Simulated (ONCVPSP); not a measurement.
How hard is this O ONCV potential?

oxygen, optimised norm-conserving Vanderbilt (ONCV), made with ONCVPSP 4.0.1 (PW91, scalar-relativistic). Core [He], reference 2s2 2p4. Waves: 2s: rc 0.75 bohr, ncon 4, nbas 9, qcut 9.9 1/bohr, 2 projectors, debl 4 Ha; 2p: rc 2.10 bohr, ncon 4, nbas 8, qcut 6 1/bohr, 2 projectors, debl 0.8 Ha; d scattering state at 0.23 Ha: rc 1.85 bohr, ncon 4, nbas 9, qcut 5.1 1/bohr, 2 projectors, debl 0.4 Ha. Local part: polynomial inside 0.60 bohr (lpopt 5, dvloc0 0 Ha). Core correction: polynomial model core, fcfact 0.5.

Task: For each optimised wave give the share of its norm inside rc, the residual kinetic energy above qcut (Ha) and the cutoffs (Ha) for errors of 10, 1, 0.1 and 0.01 mHa per electron.

Result:

```tsv
wave	norm inside rc	residual KE	10 mHa	1 mHa	0.1 mHa	0.01 mHa
2s	0.231	2.3e-04	29.3	41.7	68.6	259.1
s projector 2	0.049	3.0e-04	24.9	38.8	218.4	532.3
2p	0.880	2.5e-05	11.6	14.4	16.7	29.6
p projector 2	0.165	7.1e-05	11.5	15.0	17.6	36.9
d projector 1	0.010	2.7e-06	0.8	2.8	6.8	10.7
d projector 2	0.052	2.2e-05	2.6	6.5	10.7	14.5
```

The occupied waves need 42 Ha and 69 Ha for 1 and 0.1 mHa. Rows with under 1 % of the norm inside rc give no meaningful cutoff. Note: no bound ghost flagged; GHOST(+) flagged for d at 58.7 eV. Its largest configuration-test error is +9388 meV.
